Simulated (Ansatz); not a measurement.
H2ClF2GeN (SMILES [NH2][Ge]([F])([F])[Cl]), singlet, at a GFN2-xTB geometry, with bond 5-2 at 1.8 times its length; Ansatz (an electronic-structure program) with CASSCF(4,6)/STO-3G.

The Ansatz input:
Ansatz 0.2 input:
```yaml
crystal:
  periodic: [false, false, false]
  atoms:
    - {symbol: N, position_ang: [1.85297132, -0.31841107, 0.35067291]}
    - {symbol: Ge, position_ang: [0.13531347, 0.12340499, 0.10009216]}
    - {symbol: F, position_ang: [-0.48063840, 0.42163083, 1.68245768]}
    - {symbol: F, position_ang: [-0.04524765, 1.72922768, -0.57245882]}
    - {symbol: Cl, position_ang: [-1.94529778, -2.29508777, -1.78086194]}
    - {symbol: H, position_ang: [2.36593150, -0.69146237, -0.43406109]}
    - {symbol: H, position_ang: [2.41610119, 0.35708901, 0.84941193]}
basis:
  gaussian:
    orbitals: STO-3G
hamiltonian:
  xc: hf
magnetization: {spin_polarized: false}
correlation: {active_space: {window: {electrons: 4, orbitals: 6}}}
```

Output, abridged:

```
Functional definition: HF
516 factors; integrals over basis functions are off by at most 2.9e-5 eV
mean field evaluation 1: about -75021.6251 eV, gradient 2.6e1 eV
mean field evaluation 2: about -75021.6912 eV, gradient 2.6e1 eV
mean field evaluation 4: about -75026.7057 eV, gradient 3.1e0 eV
mean field evaluation 8: about -75026.8372 eV, gradient 4.0e-2 eV
mean field -75026.83222456 eV, -2757.1852292392 hartree, gradient 2.6e-6 eV, S^2 0.000000; 0 other end points of the search recorded, 0 dependent functions left out
reference -75026.83222456 eV, -2757.1852292392 hartree; 38, 38 occupied and 6, 6 virtual orbitals, 516 factors
state -75029.71569839 eV, -2757.2911949479 hartree
Total energy: -75029.71569839 eV, -2757.2911949479 hartree
```
